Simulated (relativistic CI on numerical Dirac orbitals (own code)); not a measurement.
# How well does a small relativistic CI reproduce Mo7+?

Calculated at this level of theory: Dirac-Coulomb-Breit CI, orbitals from a KLI potential per configuration, QED by a radiative potential, valence Slater integrals scaled by 0.9, P86 correlation estimate, and configurations built on the next ion tied to the tabulated ionisation energy (semi-empirical) (own radial code, finite nucleus).

Configurations in the expansion (outside the closed core [Ar] 3d10): 4s²4p⁵, 4s²4p⁴4d, 4s²4p⁴5s, 4s²4p⁴5p, 4s²4p⁴5d, 4s²4p⁴6s, 4s²4p⁴4f, 4s²4p⁴5f, 4s4p⁶, 4s²4p³4d², 4s4p⁵4d, 4p⁵4d², 4s4p⁵4f, 4s²4p³4f², 4p⁶4d, 4s²4p³4d5s, 4s4p⁴4d², 4s²4p³4d5p, 4p⁶5s, 4s²4p³4d4f, 4s4p⁵5s, 4s²4p³5s², 4p⁵4f², 4p⁶5p. Levels of other configurations are missing.

| Configuration | Term (tabulated) | J | Measured (cm⁻¹) | Computed | Error | Purity (%) |
| --- | --- | --- | --- | --- | --- | --- |
| 4s²4p⁵ | 2P° | 3/2 | 0.0 | 0 | 0 | 98 |
| 4s²4p⁵ | 2P° | 1/2 | 23274.0 | 23021 | -253 | 97 |
| 4s4p⁶ | 2S | 1/2 | 233830.0 | 236043 | 2213 | 73 |
| 4s²4p⁴4d | 2D † | 5/2 | 426778.0 | 337291 | -89487 | 65 |
| 4s²4p⁴5d | 2S | 1/2 | 759112.0 | 761088 | 1976 | 77 |

Measured levels from Sugar and Musgrove, J. Phys. Chem. Ref. Data 17, 155 (1988); pairs were made by configuration, J and term (by order where the table uses no LS term), so strongly mixed levels may be paired wrongly. Some J values or terms of the table were assigned by a fit.

Mean error by configuration (cm⁻¹): 4s²4p⁵ -253; 4s4p⁶ 2213; 4s²4p⁴5d 1976. Over the excited levels the mean absolute error is 1481 cm⁻¹ (4 of the 11 excited levels that our extract of the source holds in range could be paired, and the others can miss by more), and the median relative error of those above 1,000 cm⁻¹ is 0.95 %. † marks terms whose computed intervals miss the measured ones by more than a factor of 2.5, or configurations far off the rest, from wrong mixing, a near crossing or a doubtful label or measurement; they are left out of the means.
